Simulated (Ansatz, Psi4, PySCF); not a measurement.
CS, charge +1, doublet, at a GFN2-xTB geometry (a state made from the parent by changing its charge; the spin is typed, not shown lowest). Base run: PySCF with BLYP/6-31G*.

Geometry (Å):
```xyz
2

C      0.0000     0.0000    -1.0790
S      0.0000     0.0000     0.4046
```
Charge +1, spin multiplicity 2.
Orbitals are unrestricted.
All else is at PySCF's defaults.

The same geometry, method and basis name were run in Ansatz (a first-principles code) and Psi4 and PySCF, at each program's defaults and at the settings that a row names. The base is PySCF at its defaults. Differences at the defaults can come from grids, fitting, cores and function types together.

```csv
code and settings,ΔE vs base (µEh),basis functions,E (Eh),SCF cycles
"PySCF, defaults (exact integrals, its default grid, spherical functions)",0.0,32,-435.77285,10
"Psi4, defaults (density fitting with its default set, its default grid, Cartesian functions)",-4935,34,-435.77778,10
"Ansatz, defaults (factorised integrals, its default grid, Cartesian functions)",-4924,34,-435.77777,-
"PySCF, density fitting with def2-universal-jkfit",-16.2,32,-435.77286,10
"PySCF, fine grid",0.4,32,-435.77285,10
"Psi4, exact integrals, spherical functions, fine grid",0.4,32,-435.77285,11
"Ansatz, high accuracy, Cartesian functions as the basis file defines them",-4924,34,-435.77777,-
```

Open shells are given as the SCF converged; they aren't shown to be the lowest states, and a large step between rows can be another state.
